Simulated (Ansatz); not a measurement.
A run on Cl₁₂GeSi₄ (`Cl[Si](Cl)(Cl)[Ge]([Si](Cl)(Cl)Cl)([Si](Cl)(Cl)Cl)[Si](Cl)(Cl)Cl`) with other settings.

```yaml
crystal:
  periodic: [false, false, false]
  atoms:
    - {symbol: Cl, position_ang: [-1.943899, 0.284355, 3.072962]}
    - {symbol: Si, position_ang: [-0.235234, 0.923435, 2.164099]}
    - {symbol: Cl, position_ang: [-0.272115, 2.945405, 2.057486]}
    - {symbol: Cl, position_ang: [1.396410, 0.443668, 3.315422]}
    - {symbol: Ge, position_ang: [0.032760, 0.011329, 0.009656]}
    - {symbol: Si, position_ang: [-0.673461, -2.287730, 0.010083]}
    - {symbol: Cl, position_ang: [-2.681200, -2.443011, 0.037399]}
    - {symbol: Cl, position_ang: [0.086919, -3.170372, 1.739542]}
    - {symbol: Cl, position_ang: [0.063608, -3.241920, -1.530918]}
    - {symbol: Si, position_ang: [-1.367961, 1.217882, -1.571384]}
    - {symbol: Cl, position_ang: [-3.170382, 1.548410, -0.637745]}
    - {symbol: Cl, position_ang: [-1.640620, 0.087810, -3.219805]}
    - {symbol: Cl, position_ang: [-0.477507, 2.889981, -2.062189]}
    - {symbol: Si, position_ang: [2.233106, 0.174946, -0.639820]}
    - {symbol: Cl, position_ang: [2.999786, 1.944409, -0.219275]}
    - {symbol: Cl, position_ang: [2.411821, -0.074465, -2.726183]}
    - {symbol: Cl, position_ang: [3.358863, -1.277000, 0.166820]}
basis:
  gaussian: {orbitals: def2-SVPD, fitting: {mean_field: cc-pVTZ-jkfit}, final_grid: {core_spheres: 20, valence_spheres: 16, degree: 47}}
total_charge: -1
magnetization: {spin_polarized: true, initial_magnetization: 1}
hamiltonian: {xc: {name: HF}}
correlation: {active_space: {window: {electrons: 2, orbitals: 1}}}
```

```sh
$ ansatz run in.yaml --threads 11 --pin off --events-out ev --progress --plain --max-ram 174080MiB --backend cuda --devices 0, --max-vram 75GiB
```

Output, abridged:

```
Error: invalid value for `correlation.active_space`: it starts from restricted Hartree–Fock orbitals; set hamiltonian.xc: hf without magnetization.spin_polarized
```
